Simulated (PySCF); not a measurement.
PySCF input (PW6B95/def2-TZVPD):

```python
from pyscf import gto, scf, dft

mol = gto.M(
    atom='''
    Rb   -0.00000000   -0.00000000   -2.26731938
    I     0.00000000    0.00000000    1.58284561
    ''',
    basis='def2-tzvpd',
    ecp='def2-tzvp',
    charge=1,
    spin=1,
    symmetry='C2v',
    verbose=4,
)

mf = dft.UKS(mol, xc='pw6b95').density_fit(auxbasis='def2-universal-jkfit')
mf.grids.level = 3
mf.conv_tol = 1e-9
mf.max_cycle = 100
mf.max_memory = 1500
mf.kernel()
if not mf.converged:
    mf = mf.newton()
    mf.kernel(mf.make_rdm1())
mf.analyze()
```

End of the output:

```
Extra cycle  E= -321.800485839926  delta_E= -7.56e-12  |g|= 2.05e-06  |ddm|= 1.04e-05
converged SCF energy = -321.800485839926  <S^2> = 0.75238398  2S+1 = 2.0023826
**** SCF Summaries ****
Total Energy =                        -321.800485839925784
Nuclear Repulsion Energy =              30.924615637575577
One-electron Energy =                 -613.961581075137019
Two-electron Energy =                  261.236479597635650
Two-electron Coulomb Energy =          287.221698441333785
DFT Exchange-Correlation Energy =      -25.985218843698149
HOMO-LUMO gap [eV] =                     2.353197611957431
Wave-function symmetry = B1
alpha occupancy for each irrep:     A1   A2   B1   B2
                                     8    1    4    4
beta  occupancy for each irrep:     A1   A2   B1   B2
                                     8    1    3    4
**** MO energy ****
alpha MO #1 (A1 #1), energy= -7.08202717318349 occ= 1
alpha MO #2 (B1 #1), energy= -5.10220783531029 occ= 1
alpha MO #3 (A1 #2), energy= -5.08320383384161 occ= 1
alpha MO #4 (B2 #1), energy= -5.0820987255876 occ= 1
alpha MO #5 (A1 #3), energy= -2.125461724406 occ= 1
alpha MO #6 (B1 #2), energy= -2.12063002392395 occ= 1
alpha MO #7 (A2 #1), energy= -2.11959173459858 occ= 1
alpha MO #8 (B2 #2), energy= -2.10420365186337 occ= 1
alpha MO #9 (A1 #4), energy= -2.1041961216791 occ= 1
alpha MO #10 (A1 #5), energy= -1.48785843694303 occ= 1
alpha MO #11 (A1 #6), energy= -0.873495110549253 occ= 1
alpha MO #12 (B1 #3), energy= -0.847178330303847 occ= 1
alpha MO #13 (B2 #3), energy= -0.846893469815656 occ= 1
alpha MO #14 (A1 #7), energy= -0.845049567872053 occ= 1
alpha MO #15 (B1 #4), energy= -0.479677755591299 occ= 1
alpha MO #16 (A1 #8), energy= -0.448996716068482 occ= 1
alpha MO #17 (B2 #4), energy= -0.439790450051531 occ= 1
alpha MO #18 (A1 #9), energy= -0.190572925733388 occ= 0
alpha MO #19 (B1 #5), energy= -0.122971437318927 occ= 0
alpha MO #20 (B2 #5), energy= -0.120111189855908 occ= 0
alpha MO #21 (A1 #10), energy= -0.117660670522567 occ= 0
alpha MO #22 (B1 #6), energy= -0.0866494957684312 occ= 0
alpha MO #23 (A1 #11), energy= -0.0849217418571706 occ= 0
alpha MO #24 (A2 #2), energy= -0.084673735801247 occ= 0
alpha MO #25 (B2 #6), energy= -0.0839555560007401 occ= 0
alpha MO #26 (A1 #12), energy= -0.0825854439356203 occ= 0
alpha MO #27 (A1 #13), energy= -0.066075290277988 occ= 0
alpha MO #28 (B1 #7), energy= -0.0577602528346821 occ= 0
alpha MO #29 (B2 #7), energy= -0.0528560806957641 occ= 0
alpha MO #30 (A1 #14), energy= -0.0405717626848757 occ= 0
alpha MO #31 (A1 #15), energy= -0.0359833151210627 occ= 0
alpha MO #32 (A2 #3), energy= -0.0337443218703206 occ= 0
alpha MO #33 (A1 #16), energy= -0.0333105954864671 occ= 0
alpha MO #34 (B1 #8), energy= -0.0323330906618793 occ= 0
alpha MO #35 (B2 #8), energy= -0.0320330106697639 occ= 0
alpha MO #36 (A1 #17), energy= -0.0308559533157843 occ= 0
alpha MO #37 (A2 #4), energy= -0.0235737987067122 occ= 0
alpha MO #38 (A1 #18), energy= -0.0228165091724888 occ= 0
alpha MO #39 (B1 #9), energy= -0.021009541736273 occ= 0
alpha MO #40 (B2 #9), energy= -0.0187872610445288 occ= 0
alpha MO #41 (A1 #19), energy= 0.0141790992477899 occ= 0
alpha MO #42 (B1 #10), energy= 0.0211582132226162 occ= 0
alpha MO #43 (B2 #10), energy= 0.0299800445230582 occ= 0
alpha MO #44 (A1 #20), energy= 0.0594516389958013 occ= 0
alpha MO #45 (A1 #21), energy= 0.148444576797656 occ= 0
alpha MO #46 (B1 #11), energy= 0.148917977226851 occ= 0
alpha MO #47 (B2 #11), energy= 0.161751794325792 occ= 0
alpha MO #48 (A1 #22), energy= 0.173355316529316 occ= 0
alpha MO #49 (A2 #5), energy= 0.173357548562984 occ= 0
alpha MO #50 (B1 #12), energy= 0.17472381486999 occ= 0
alpha MO #51 (B2 #12), energy= 0.175612593874104 occ= 0
alpha MO #52 (A1 #23), energy= 0.215321484510246 occ= 0
alpha MO #53 (A2 #6), energy= 0.217368704396585 occ= 0
alpha MO #54 (B1 #13), energy= 0.244232704113179 occ= 0
alpha MO #55 (A1 #24), energy= 0.24858201434895 occ= 0
alpha MO #56 (B2 #13), energy= 0.261009560293894 occ= 0
alpha MO #57 (A1 #25), energy= 0.287688401304081 occ= 0
alpha MO #58 (B1 #14), energy= 0.397414014354562 occ= 0
alpha MO #59 (B2 #14), energy= 0.398184508351728 occ= 0
alpha MO #60 (A1 #26), energy= 0.422746911049169 occ= 0
alpha MO #61 (A1 #27), energy= 0.49252100896281 occ= 0
alpha MO #62 (A1 #28), energy= 0.544635443869653 occ= 0
alpha MO #63 (B1 #15), energy= 0.688354948516994 occ= 0
alpha MO #64 (B2 #15), energy= 0.693516216189291 occ= 0
alpha MO #65 (A1 #29), energy= 0.695125041960246 occ= 0
alpha MO #66 (A2 #7), energy= 0.704332980877765 occ= 0
alpha MO #67 (B1 #16), energy= 0.705519138422185 occ= 0
alpha MO #68 (B2 #16), energy= 0.727697351586005 occ= 0
alpha MO #69 (A1 #30), energy= 0.736473628476453 occ= 0
alpha MO #70 (B1 #17), energy= 1.05578546135011 occ= 0
alpha MO #71 (B2 #17), energy= 1.08448361253658 occ= 0
alpha MO #72 (A1 #31), energy= 1.16593381602172 occ= 0
alpha MO #73 (A1 #32), energy= 1.32420952000757 occ= 0
alpha MO #74 (A2 #8), energy= 1.32687681868424 occ= 0
alpha MO #75 (B1 #18), energy= 1.34499269371521 occ= 0
alpha MO #76 (B2 #18), energy= 1.36858725656822 occ= 0
alpha MO #77 (A1 #33), energy= 1.38159399176082 occ= 0
alpha MO #78 (B1 #19), energy= 2.88324411364693 occ= 0
alpha MO #79 (B2 #19), energy= 2.88650005767126 occ= 0
alpha MO #80 (A1 #34), energy= 2.88656751141839 occ= 0
alpha MO #81 (A2 #9), energy= 2.89392849993337 occ= 0
alpha MO #82 (B1 #20), energy= 2.89465702763488 occ= 0
alpha MO #83 (B2 #20), energy= 2.90888933038144 occ= 0
alpha MO #84 (A1 #35), energy= 2.91112463863867 occ= 0
alpha MO #85 (A1 #36), energy= 4.10196486478521 occ= 0
alpha MO #86 (A1 #37), energy= 12.6428667389443 occ= 0
alpha MO #87 (B1 #21), energy= 34.3538402639936 occ= 0
alpha MO #88 (B2 #21), energy= 34.3640822309895 occ= 0
alpha MO #89 (A1 #38), energy= 34.4268697425904 occ= 0
alpha MO #90 (A1 #39), energy= 38.8449951450953 occ= 0
alpha MO #91 (A1 #40), energy= 42.5595647345322 occ= 0
alpha MO #92 (A1 #41), energy= 117.85923442803 occ= 0
beta  MO #1 (A1 #1), energy= -7.07794523006892 occ= 1
beta  MO #2 (B1 #1), energy= -5.09275115849891 occ= 1
beta  MO #3 (A1 #2), energy= -5.08195251406313 occ= 1
beta  MO #4 (B2 #1), energy= -5.08085459678902 occ= 1
beta  MO #5 (A1 #3), energy= -2.117305527575 occ= 1
beta  MO #6 (B1 #2), energy= -2.11449116419516 occ= 1
beta  MO #7 (A2 #1), energy= -2.11348621369679 occ= 1
beta  MO #8 (B2 #2), energy= -2.10334704944112 occ= 1
beta  MO #9 (A1 #4), energy= -2.1033311669093 occ= 1
beta  MO #10 (A1 #5), energy= -1.48787843336014 occ= 1
[...]
```
